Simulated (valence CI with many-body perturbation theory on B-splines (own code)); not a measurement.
The numbers below are computed, except where a source is named.
Sensitivity of CI+MBPT for Ho⁵⁴⁺

Method: configuration interaction combined with many-body perturbation theory (CI+MBPT): three valence electrons over a frozen Dirac-Fock core [Ne], a basis of 6 s, 6 p, 5 d, 3 f, 1 g functions for each j, with the one-electron correlation potential Σ1, the two-electron term Σ2, the three-electron term Σ3, Breit, model QED; selected CI, second order for the rest, scaled by the run's own slope (own B-spline code, finite nucleus).

No measured spectrum was set against this ion. As an estimate, large intervals hold to a few tenths of a per cent, small ones and those within an open d or f shell to about a per cent.

The reference run has the lowest level (3s^2 3p1/2) J=1/2 and an ionisation energy of 5259.25 eV. Its largest variational space holds 2786 state functions.

Levels are named by their leading jj configuration (3d3/2^4 stands for four electrons in 3d with j = 3/2), which in mixed levels can hold well under half, so a name can repeat and another be missing. Letters in brackets count levels of one name in rising energy.

| Level | Reference (cm⁻¹) | Shift (cm⁻¹) |
| --- | --- | --- |
| (3s 3p1/2^2) J=1/2 | 1150800 | -23483 |
| (3s^2 3p3/2) J=3/2 | 1830510 | +23307 |
| (3s 3p1/2 3p3/2) J=3/2 [a] | 2772720 | +175 |
| (3s 3p1/2 3p3/2) J=5/2 | 2899210 | +4990 |
| (3s 3p1/2 3p3/2) J=3/2 [b] | 3055680 | +6037 |
| (3s 3p1/2 3p3/2) J=1/2 | 3126480 | -272 |
| (3s^2 3d3/2) J=3/2 | 3487090 | +25806 |
| (3s^2 3d5/2) J=5/2 | 3842830 | +41829 |
| (3p1/2^2 3p3/2) J=3/2 | 4195980 | -14439 |
| (3s 3p1/2 3d3/2) J=3/2 [a] | 4305460 | +3337 |
| (3s 3p1/2 3d3/2) J=5/2 | 4397340 | +10426 |
| (3s 3p1/2 3d3/2) J=1/2 | 4583480 | +5559 |

The ionisation energy moves by +6.87 eV.

Problem. Which of these changes was made?
A. logarithmic knot step 0.27 → 0.4
B. Breit term on → off
C. correlating orbitals by l 3 3 3 2 1 → 4 4 0 0 0

Solution. B. Breit term on → off.
